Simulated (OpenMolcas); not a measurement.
## Computed levels of Ni2+

* Program: OpenMolcas
* Method: CASSCF
* Basis: ANO-RCC-VTZP [6s5p3d2f1g]
* Scalar Hamiltonian: DKH2, point nucleus
* Active space: 8 electrons in 10 orbitals (3d 4d)
* State averaging: 2S+1 = 3 even, 10 roots; 2S+1 = 1 even, 15 roots
* Spin-orbit coupling: state interaction with AMFI integrals over the reference wave functions, term energies averaged over their components

Spin-free terms above the lowest, with the occupations of the reference (each correlating shell added to its valence partner):

```
Configuration  Term  E (cm-1)  Occupations
          3d8    3F       0.0      3d 8.00
          3d8    1D     16144      3d 8.00
          3d8    3P     18818      3d 8.00
          3d8    1G     24820      3d 8.00
          3d8    1S     60472      3d 8.00
```

With spin-orbit coupling, above the lowest level:

```tsv
Configuration	Term	J	E (cm-1)	Measured (cm-1)	g	Term weight %
3d8	3F	4	0.0	0.0	1.250	100
3d8	3F	3	1334	1361	1.084	100
3d8	3F	2	2249	2270	0.668	100
3d8	1D	2	16854	14032	1.060	87
3d8	3P	2	19850	16662	1.440	88
3d8	3P	1	20162	16978	1.501	100
3d8	3P	0	20429	17231		100
3d8	1G	4	25843	23109	1.000	100
3d8	1S	0	61549	52532		100
```

Against the 8 measured excited levels shown (Corliss and Sugar, J. Phys. Chem. Ref. Data 10, 197 (1981)) the mean absolute deviation is 3000 cm-1; the largest miss in energy is 3d8 1S0: computed 61549, measured 52532 cm-1 (+17.2 %).

Spin-orbit coupling puts the lowest level 1005 cm-1 below the lowest spin-free term.

For 3F the intervals divided by the larger J are -305.0, -333.5 cm-1. Landé's interval rule makes them equal in pure LS coupling; they differ by 9 % of their mean. The multiplet is inverted.

Without dynamic correlation excited terms often stand tens of per cent too high (terms of higher spin than the ground term too low), and those without a measured partner can miss by more than the paired ones. Active for correlation alone: 4d; no level in the range computed is led by a configuration that fills it, so any true level of that kind is missing. Computed and measured levels are paired by configuration, term and J; levels that our copy of the source lacks, or whose pairing is in doubt (as where it misses far off the trend of its configuration), stay unpaired and out of the deviations. Only configurations of the active space appear. The first state left out of the spin-orbit step lies near 320000 cm-1 above the lowest spin-free state of the reference (among the parities and spins computed), and the list stops at four fifths of that energy or lower.

The term weight is that of the spin-free term in the level, not the purity of its configuration.
